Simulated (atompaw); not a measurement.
# Varying the PAW (atompaw) potential for silver (Ag)

Base potential:

atompaw 4.2.0.5 input, output lines left out:

```
Ag 47
GGA-PBE scalarrelativistic loggrid 1500 logderivrange -3 5 201
5 5 4 0 0 0
5 0 1
5 1 0
0 0 0
c
c
c
c
v
c
c
c
v
c
v
2
2.75 2.15 2.45 2.00
y
0.05
n
y
3.2
n
y
1.45
n
custom rrkj gramschmidtortho sinc
3 0 troulliermartins
2.75
2.75
2.75
2.75
2.75
1.70
```

Cutoffs, loose and tight: the cutoffs (Ry, on a coarse ladder) from which the occupation-weighted sum of valence levels, in a spherical-Bessel basis at the reference potential, stays within 10 and 1 mRy of its value at 400 Ry. They see the waves, projectors and local potential, not the compensation charge or the core. A dash means not determined.

A true bound ghost makes a file unfit for plane-wave use even where its test errors are small: the radial tests pick states by their node count and pass the ghost by.

| change | outcome | cutoff, loose | cutoff, tight | bound ghosts |
| --- | --- | --- | --- | --- |
| base | generated | 15 Ry | 21 Ry | s |
| all radii scaled by about 0.85 (s 2.34, p 2.34, d 2.34 bohr); local potential troulliermartins scheme with l = 3 at 0 Ry, radius 2.08 bohr; augmentation sinc compensation charge, radius 1.82 bohr; PAW radius 2.34 bohr; waves and projectors: custom rrkj gramschmidtortho; core correction smooth core density matched at 1.70 bohr | generated | 18 Ry | 35 Ry | s |
| all radii scaled by about 1.06 (s 2.92, p 2.92, d 2.92 bohr); local potential troulliermartins scheme with l = 3 at 0 Ry, radius 2.60 bohr; augmentation sinc compensation charge, radius 2.28 bohr; PAW radius 2.92 bohr; waves and projectors: custom rrkj gramschmidtortho; core correction smooth core density matched at 2.12 bohr | generated | 12 Ry | 18 Ry | none |
| all radii scaled by about 1.19 (s 3.28, p 3.28, d 3.28 bohr); local potential troulliermartins scheme with l = 3 at 0 Ry, radius 2.92 bohr; augmentation sinc compensation charge, radius 2.56 bohr; PAW radius 3.28 bohr; waves and projectors: custom rrkj gramschmidtortho; core correction smooth core density matched at 2.38 bohr | generated | 8 Ry | 12 Ry | none |
| all radii scaled by about 1.27 (s 3.48, p 3.48, d 3.48 bohr); local potential troulliermartins scheme with l = 3 at 0 Ry, radius 3.10 bohr; augmentation sinc compensation charge, radius 2.72 bohr; PAW radius 3.48 bohr; waves and projectors: custom rrkj gramschmidtortho; core correction smooth core density matched at 2.52 bohr | generated | 8 Ry | 10 Ry | none |

(1) What comes out with this change to the base: all radii scaled by about 0.96 (s 2.64, p 2.64, d 2.64 bohr); local potential troulliermartins scheme with l = 3 at 0 Ry, radius 2.36 bohr; augmentation sinc compensation charge, radius 2.06 bohr; PAW radius 2.64 bohr; waves and projectors: custom rrkj gramschmidtortho; core correction smooth core density matched at 1.92 bohr?

(2) What comes out with this change to the base: all radii scaled by about 0.75 (s 2.06, p 2.06, d 2.06 bohr); local potential troulliermartins scheme with l = 3 at 0 Ry, radius 1.82 bohr; augmentation sinc compensation charge, radius 1.60 bohr; PAW radius 2.06 bohr; waves and projectors: custom rrkj gramschmidtortho; core correction smooth core density matched at 1.50 bohr?

Answers

(1) outcome: generated; cutoff, loose: 15 Ry; cutoff, tight: 25 Ry; bound ghosts: s.

(2) outcome: generated; cutoff, loose: 25 Ry; cutoff, tight: 40 Ry; bound ghosts: s, p.

Reading the sweep of the scale of all radii (base = 1) (base included, trends over the rows without a ghost): Bound ghosts are found at 0.75, 0.85, 0.96, 1.
